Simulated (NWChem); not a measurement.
System: SiH$_{2}$O, singlet; SMILES O[SiH]

Program: NWChem. Low-valent species are run as closed-shell singlets; no triplet was tried in these runs. Coordinates come from a PBE0/def2-SVP optimisation. Level: PBE0/def2-SVP with SMD (1 M gas to 1 M solution), gas-phase geometry. Reactions with the solvent are ignored.

Task: What does the run give for solvent water? Quantities: solvation free energy (kcal/mol); cavity-dispersion-structure term (kcal/mol); dipole in solution (D).

Result: 
```yaml
solvation free energy (kcal/mol): -4.5
cavity-dispersion-structure term (kcal/mol): 1.2
dipole in solution (D): 2.21
```
